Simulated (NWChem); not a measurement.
System: CH₅AlO₂; SMILES [CH3][Al]([OH])[OH]

Here is an NWChem input.

```
start job
memory heap 200 mb stack 900 mb global 1100 mb
geometry units angstroms noautoz
  Al    -0.007806    -0.043943     0.001563
  C     -0.187187    -1.970711     0.000684
  H      0.235574    -2.400761    -0.922042
  H     -1.239398    -2.284586     0.071360
  H      0.364591    -2.419414     0.842343
  O     -1.415464     0.917398    -0.000907
  H     -1.483242     1.871929    -0.004859
  O      1.558185     0.628758     0.001936
  H      1.813582     1.550811    -0.002172
end
basis spherical
  Al library def2-svpd
  C library def2-svpd
  H library def2-svpd
  O library def2-svpd
end
dft
  xc hfexch
  iterations 150
end
tddft
  cis
  nroots 6
  notriplet
end
task tddft energy
```

Structure relaxed at the PBE0/def2-SVP level.

Vertical excitations in the gas phase.

What results follow from this input? (Hartree-Fock/def2-SVPD, CIS.) Quantities: basis functions; lowest excitation, singlet (eV); oscillator strength of that lowest state; lowest state with f > 0.02, singlet (eV); oscillator strength of that bright state; orbital gap (eV).

The number of basis functions is 130 and the lowest excitation, singlet (eV) comes out as 8.40. The oscillator strength of that lowest state is 0.181. The lowest state with f > 0.02, singlet (eV) is 8.40 and the oscillator strength of that bright state comes out as 0.181. The orbital gap (eV) is 13.05.
